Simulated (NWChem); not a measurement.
System: GaN, triplet; SMILES [N]=[Ga]

NWChem printed, in part:

```
             Northwest Computational Chemistry Package (NWChem) 7.3.0
             --------------------------------------------------------

                             Geometry "geometry" -> ""
                             -------------------------

 Output coordinates in angstroms (scale by  1.889725989 to convert to a.u.)

  No.       Tag          Charge          X              Y              Z
 ---- ---------------- ---------- -------------- -------------- --------------
    1 Ga                  31.0000     0.00000000     0.00000000    -0.34130900
    2 N                    7.0000     0.00000000     0.00000000     1.47398100

 Effective nuclear repulsion energy (a.u.)      63.2579163841

                              NWChem Property Module
                              ----------------------

  itol2e modified to match energy
  convergence criterion.

                                 NWChem DFT Module
                                 -----------------

 Summary of "ao basis" -> "ao basis" (spherical)
 ------------------------------------------------------------------------------
       Tag                 Description            Shells   Functions and Types
 ---------------- ------------------------------  ------  ---------------------
 Ga                         def2-svp                12       32   5s4p3d
 N                          def2-svp                 6       14   3s2p1d

  itol2e modified to match energy
  convergence criterion.

            General Information
            -------------------
          SCF calculation type: DFT
          Wavefunction type:  spin polarized.
          No. of atoms     :     2
          No. of electrons :    38
           Alpha electrons :    20
            Beta electrons :    18
          Charge           :     0
          Spin multiplicity:     3
          Use of symmetry is: off; symmetry adaption is: off
          Maximum number of iterations: 150
          AO basis - number of functions:    46
                     number of shells:    18
          Convergence on energy requested:  1.00D-07
          Convergence on density requested:  1.00D-05
          Convergence on gradient requested:  5.00D-04

              XC Information
              --------------
                         B3LYP Method XC Potential
                     Hartree-Fock (Exact) Exchange  0.200
                        Slater Exchange Functional  0.800 local
                    Becke 1988 Exchange Functional  0.720 non-local
              Lee-Yang-Parr Correlation Functional  0.810
                  VWN I RPA Correlation Functional  0.190 local

             Grid Information
             ----------------
          Grid used for XC integration:  fine
          Radial quadrature: Mura-Knowles
          Angular quadrature: Lebedev.
          Tag              B.-S. Rad. Rad. Pts. Rad. Cut. Ang. Pts.
          ---              ---------- --------- --------- ---------
          Ga                  1.30      140           7.0       974
          N                   0.65       70           8.0       590
          Grid pruning is: on
          Number of quadrature shells:   210
          Spatial weights used:  Erf1

      Superposition of Atomic Density Guess
      -------------------------------------

 Sum of atomic energies:       -1977.22004266

      Non-variational initial energy
      ------------------------------

 Total energy =   -1977.058253
 1-e energy   =   -2884.409113
 2-e energy   =     844.092943
 HOMO         =      -0.272800
 LUMO         =      -0.199734

[...]

          -----------------------
          Electric field gradient
          -----------------------

 1 a.u. = 0.324123 10**(16) esu/cm**3  ( or statvolts/cm**2 ) = 0.97174 10**(22) v/m**2

 ------------------------------------------------------------
   Atom      X         Y         Z
 ------------------------------------------------------------
    1 Ga   0.00000   0.00000  -0.64498
 ------------------------------------------------------------

 Electric field gradient in molecular frame (a.u.)
         XX             YY             ZZ             XY             XZ             YZ
 ------------------------------------------------------------------------------------------
       -1.094809      -0.030122       1.124931       0.523216      -0.000000       0.000000

 Principal components (a.u.) and orientation
 of principal axis w.r.t. absolute frame                      Asymmetry parameter eta
 --------------------------------------------------------------------------------------
       -1.308886       1.124931       0.183955                       0.718914

        0.925525      -0.000000       0.378686
       -0.378686       0.000000       0.925525
        0.000000       1.000000      -0.000000

 ------------------------------------------------------------
   Atom      X         Y         Z
 ------------------------------------------------------------
    2 N    0.00000   0.00000   2.78542
 ------------------------------------------------------------

 Electric field gradient in molecular frame (a.u.)
         XX             YY             ZZ             XY             XZ             YZ
 ------------------------------------------------------------------------------------------
       -0.469751       0.904947      -0.435196       0.675564       0.000000      -0.000000

 Principal components (a.u.) and orientation
 of principal axis w.r.t. absolute frame                      Asymmetry parameter eta
 --------------------------------------------------------------------------------------
        1.181359      -0.746163      -0.435196                       0.263228

        0.378686       0.925525       0.000000
        0.925525      -0.378686      -0.000000
       -0.000000      -0.000000       1.000000
```

Level: B3LYP/def2-SVP, spin-unrestricted. The state is orbitally degenerate and is run as one real component. Coordinates come from a PBE0/def2-SVP, spin-unrestricted optimisation. No stability test was run on the SCF state. NWChem prints the field gradient with the sign opposite to the second derivative of the potential.

Task: Which NWChem input produces such a log?

Result: This is not unique; one that fits is the input that was run:
```
start job
memory heap 200 mb stack 700 mb global 900 mb
geometry units angstroms noautosym nocenter noautoz
  Ga     0.000000     0.000000    -0.341309
  N      0.000000     0.000000     1.473981
end
basis spherical
  Ga library def2-svp
  N library def2-svp
end
dft
  odft
  mult 3
  xc b3lyp
  iterations 150
  convergence damp 70 ncydp 30 lshift 0.3 ncysh 40
end
property
  efieldgrad
end
task dft property
```
